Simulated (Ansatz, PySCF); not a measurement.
Process, species as SMILES: c1cncnc1 [pyrimidine] + H+ -> c1cnc[nH+]c1
Geometries: B3LYP-D3(BJ)/def2-TZVP minima from Ansatz (an electronic-structure program). Frequencies are from Ansatz or PySCF. Unstable Hartree-Fock reference: c1cncnc1.

Wanted: proton affinity (enthalpy at 298 K, with B3LYP-D3(BJ) rigid-rotor harmonic-oscillator terms), positive where the reaction releases energy, in eV. Correlated levels leave the core frozen unless marked. Spin-orbit coupling is left out. No relativistic terms. Basis-set limits of correlation are two-point, X^-3; Hartree-Fock from the larger set.

```tsv
level	program	proton affinity (eV)
r2SCANh-D4/def2-TZVPD	Ansatz + dftd4	?
SCS-MP2/6-31G*	Ansatz	9.23
SCS-MP2/cc-pVTZ	Ansatz	9.27
CCSD/6-31G	Ansatz	9.53
CCSD(T)/CBS(cc-pVTZ,cc-pVQZ)	Ansatz	9.20
```

Problem. Complete the blanks.

Solution. 
- r2SCANh-D4/def2-TZVPD, proton affinity (eV): 9.26
